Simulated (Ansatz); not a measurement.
Molecule: CH7OSi, charge 1, multiplicity 1. It need not be the lowest isomer of its formula. 
Geometry from a B3LYP-D3(BJ)/def2-TZVP (Ansatz, a quantum-chemistry and plane-wave program) optimisation:
```
O
H 1 0.9700
C 1 1.4905 2 112.72
H 3 1.0850 1 106.88 2 -49.25
H 3 1.0854 4 110.84 1 114.76
H 3 1.0859 4 112.68 5 126.36
Si 1 1.8018 2 119.09 3 159.61
H 7 1.4652 1 101.48 2 144.07
H 7 1.4660 8 116.77 1 107.58
H 7 1.4670 8 114.92 9 140.52
```
Charge +1, spin multiplicity 1.

Total electronic energies in hartree. Cores are frozen in the correlated levels unless marked. No spin-orbit coupling. Non-relativistic unless marked X2C. CBS marks a two-point X^-3 extrapolation of the correlation energy; Hartree-Fock from the larger set (for Q and 5 zeta extrapolated as (X+1)exp(-9√X)). [CCSD(T)-MP2]/basis is that difference in the basis named.

| level | program | energy (Eh) |
|---|---|---|
| wB97X-V/def2-TZVPD | Ansatz | ? |
| RI-MP2/cc-pV(T+d)Z | Ansatz | -406.09711 |
| SCS-MP2/cc-pV(Q+d)Z | Ansatz | -406.16485 |
| CCSD/6-31G* | Ansatz | -405.89084 |
| CCSD/cc-pVTZ | Ansatz | -406.13464 |
| CCSD(T)/cc-pV(D+d)Z | Ansatz | -405.99249 |
| X2C-CCSD(T)/cc-pVTZ-DK | Ansatz | -406.82074 |
| RI-MP2/CBS(cc-pV(T+d)Z,cc-pV(Q+d)Z)+[CCSD(T)-MP2]/cc-pV(T+d)Z | Ansatz | -406.2349 |
| CCSD(T)/CBS(cc-pV(Q+d)Z,cc-pV(5+d)Z) | Ansatz | -406.2301 |

Task: Complete the blanks.

Result: 
- wB97X-V/def2-TZVPD, energy (Eh): -406.73364
